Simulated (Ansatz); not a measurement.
CH$_{5}$FN$_{2}$OW (`C[O][W](=[NH])(=[NH])[F]`), one more setting.

```yaml
crystal:
  periodic: [false, false, false]
  atoms:
    - {symbol: C, position_ang: [-0.204304, -1.249578, 1.540578]}
    - {symbol: O, position_ang: [0.244218, -0.003873, 1.070583]}
    - {symbol: W, position_ang: [0.030659, 1.024513, -0.476242]}
    - {symbol: N, position_ang: [1.592654, 1.236149, -1.225490]}
    - {symbol: N, position_ang: [-1.055966, 0.152369, -1.532824]}
    - {symbol: F, position_ang: [-0.708385, 2.712157, -0.107596]}
    - {symbol: H, position_ang: [0.608381, -1.978791, 1.479841]}
    - {symbol: H, position_ang: [-1.056375, -1.607814, 0.955639]}
    - {symbol: H, position_ang: [-0.503909, -1.142473, 2.586012]}
    - {symbol: H, position_ang: [2.342810, 1.166123, -1.892227]}
    - {symbol: H, position_ang: [-1.289793, -0.308790, -2.398285]}
basis:
  gaussian: {orbitals: def2-SVP}
hamiltonian: {xc: {name: HF}}
correlation: {method: rpa}
accuracy: high
```

```sh
$ ansatz run in.yaml --threads 4 --pin off --events-out ev --progress --plain --max-ram 11315MiB
```

Output, abridged:

```
Functional definition: HF
2981 factors; integrals over basis functions are off by at most 1.0e-8 eV
mean field evaluation 1: about -10607.5028 eV, gradient 6.9e1 eV
mean field evaluation 2: about -10607.7357 eV, gradient 7.0e1 eV
mean field evaluation 4: about -10617.0821 eV, gradient 9.3e0 eV
mean field evaluation 8: about -10617.3120 eV, gradient 8.8e-1 eV
mean field evaluation 16: about -10617.3149 eV, gradient 1.0e-6 eV
mean field -10617.31491294 eV, -390.1791263759 hartree, gradient 1.7e-8 eV, S^2 0.000000; 0 other end points of the search recorded, 0 dependent functions left out
5 core orbitals not correlated: weight in the atoms' cores, before any rotation towards them, 1.000 or more for the frozen orbitals, at most 0.000 for the correlated occupied ones
reference -10617.31491294 eV, -390.1791263759 hartree; 23, 23 occupied and 99, 99 virtual orbitals, 2981 factors
Total energy: -10651.98634438 eV, -391.4532779804 hartree
```

Hardware: 4 threads of an Arm Neoverse V2 on a shared host. Wall time 9.5 s, peak host memory 0.99 GiB.
